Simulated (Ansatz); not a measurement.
C2H6BCl, SMILES `BCCCl`, 10 atoms. The species carries charge 0 and has multiplicity 1. All runs use 2 threads of an Arm Neoverse V2 on a shared host. Correlated methods freeze the cores.

Question: How many basis functions does each run have, and how long does it take in Ansatz? RKS PBE0-D4/def2-SVP energy; RKS B97M-V/def2-TZVPP energy; RHF-CCSD(T)/def2-TZVPP energy; direct RPA on PBE orbitals/def2-TZVPP energy; RKS B2PLYP (frozen core)/def2-TZVPP energy; RKS ωB97M-V/def2-SVP energy; RHF-MP2/def2-QZVPP energy; RKS revPBE-D4/def2-TZVPP energy; RHF-CCSD(T)/def2-SVP energy; RKS ωB97M-V/def2-QZVPP energy; RKS PBE0-D4/def2-QZVPP energy; RKS r2SCANh-D4/def2-TZVPP energy. (An estimate is asked.)

Answer: Ansatz gave: Other jobs shared the machine, so times are rough.

```tsv
level	job	functions	wall time	peak host memory (GiB)
RKS PBE0-D4/def2-SVP	energy	90	1 s	0.17
RKS revPBE-D4/def2-TZVPP	energy	219	1.9 s	0.24
RHF-CCSD(T)/def2-SVP	energy	90	2.6 s	0.31
RKS ωB97M-V/def2-SVP	energy	90	4.1 s	0.24
RKS B2PLYP (frozen core)/def2-TZVPP	energy	219	4.7 s	0.49
direct RPA on PBE orbitals/def2-TZVPP	energy	219	4.8 s	0.46
RKS r2SCANh-D4/def2-TZVPP	energy	219	4.9 s	0.45
RKS PBE0-D4/def2-QZVPP	energy	421	7.5 s	1.1
RKS B97M-V/def2-TZVPP	energy	219	10 s	0.31
RKS ωB97M-V/def2-QZVPP	energy	421	19 s	1.4
RHF-MP2/def2-QZVPP	energy	421	19 s	2.2
RHF-CCSD(T)/def2-TZVPP	energy	219	71 s	3.4
```
